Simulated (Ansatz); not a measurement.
Geometry optimisation, UKS PBE/def2-SVP in Ansatz.

input.yaml

```yaml
crystal:
  periodic: [false, false, false]
  atoms:
    - { symbol: Ta, position_ang: [-0.417422, 0.322947, -0.123038] }
    - { symbol: F, position_ang: [2.287785, -1.236665, -0.15124] }
    - { symbol: Cl, position_ang: [0.991598, 0.721803, 1.745469] }
    - { symbol: Cl, position_ang: [0.035125, 0.67598, -2.370375] }
    - { symbol: Cl, position_ang: [-2.178461, 1.758782, 0.291947] }
    - { symbol: "N", position_ang: [-0.756792, -1.593706, -0.012259] }
    - { symbol: H, position_ang: [-1.652557, -2.062201, 0.183093] }
    - { symbol: H, position_ang: [-0.009459, -2.294296, -0.170003] }
    - { symbol: H, position_ang: [2.275183, -0.683344, 0.606406] }
magnetization:
  spin_polarized: true
  initial_magnetization: 1
basis:
  gaussian: { orbitals: def2-SVP }
hamiltonian:
  xc: pbe
relax:
  f_tol: 0.03
  max_steps: 50
```

Command:

```bash
$ ansatz run input.yaml --threads 4 --pin off --max-ram 5120MiB --backend cpu --events-out ev --progress --plain --runs-dir out
```

Where does it end, and by what steps?

The forces met the threshold. After 8 steps the energy has fallen by 0.171 eV; F2 moved furthest, 0.47 Å. Joined: Ta1–F2 (3.12 → 2.42 Å).

| step | energy less start (eV) | largest force component (eV/Å) | accepted |
| --- | --- | --- | --- |
| 0 | 0.0000 | 0.472 | yes |
| 1 | -0.0542 | 0.473 | yes |
| 2 | -0.1256 | 0.694 | yes |
| 3 | -0.1162 | 0.677 | no |
| 4 | -0.1590 | 0.170 | yes |
| 5 | -0.1615 | 0.181 | yes |
| 6 | -0.1286 | 0.779 | no |
| 7 | -0.1705 | 0.032 | yes |
| 8 | -0.1709 | 0.025 | yes |

```xyz
9
Properties=species:S:1:pos:R:3
Ta -0.186 0.222 -0.149
F 1.918 -0.966 -0.233
Cl 1.093 0.738 1.834
Cl 0.157 0.660 -2.406
Cl -2.027 1.554 0.317
N -0.734 -1.646 -0.004
H -1.694 -1.975 0.158
H -0.096 -2.448 -0.120
H 2.145 -0.529 0.603
```

Whether the end is a true minimum wasn't checked by a vibrational analysis.

The run took 47 s on 4 threads of Arm Neoverse V1, with other jobs on the host, peak memory 0.35 GiB.
